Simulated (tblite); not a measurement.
Here is a computed GFN2-xTB geometry (Å):
```
F 
C   1  1.3857
Si  2  1.9246  1  110.59
O   3  1.6200  2  112.15  1   -69.07
C   4  1.3549  3  132.66  2    55.93
C   5  1.4922  4  132.14  3    34.50
C   5  1.4887  4  135.46  3   -54.04
C   5  1.4923  4  130.03  3  -140.57
H   2  1.0922  1  106.07  3   122.80
H   2  1.0939  1  105.94  3  -122.35
H   3  1.4628  2  106.76  1    53.82
H   3  1.4536  2  109.39  1  -178.89
H   6  1.0853  5  119.36  7  -108.82
H   6  1.0832  5  116.95  7   106.99
H   7  1.0671  5  135.40  6  -119.66
H   8  1.0854  5  119.07  7   108.83
H   8  1.0829  5  117.27  7  -107.60
```
Z-matrix in Å and degrees, rows numbered from 1.

Charge 0, singlet.

Problem. Read off the bonds between heavy atoms and their formal orders.

Solution. F1–C2 (single); C2–Si3 (single); Si3–O4 (single); O4–C5 (single); C5–C6 (single); C6–C7 (single); C7–C8 (single); C5–C7 (single); C5–C8 (single). Hydrogens: H9, H10 on C2; H11, H12 on Si3; H13, H14 on C6; H15 on C7; H16, H17 on C8.

Problem. Write the SMILES.

Solution. `FC[SiH2]O[C@]12C[C@H]1C2`, C5H9FOSi. Among its features: C–F bond, Si–H bond, C–Si bond and cyclopropane ring.

Problem. What is the point group of this geometry?

Solution. C1 (no symmetry element, even within 0.4 Å).

Problem. Which rings does it hold (smallest set)?

Solution. C5–C6–C7 (3 members); C5–C7–C8 (3 members).

Problem. Describe the place of each heavy atom.

Solution. F1: alkyl fluorine; C2: sp3 C–F carbon; Si3: oxygen-bound silicon; O4: silyl ether oxygen; C5: sp3 carbon bound to oxygen; C6/C8: three-membered-ring carbon; C7: sp3 carbon at a ring junction.

Problem. What is the arrangement about C7?

Solution. It has 4 neighbours (C6, C8, C5, H15) and has angles from 59.8° to 135.4°.

Problem. What is the arrangement about C2?

Solution. It has 4 neighbours (F1, Si3, H9, H10) and is distorted tetrahedral (angles from 105.9° to 113.0°).
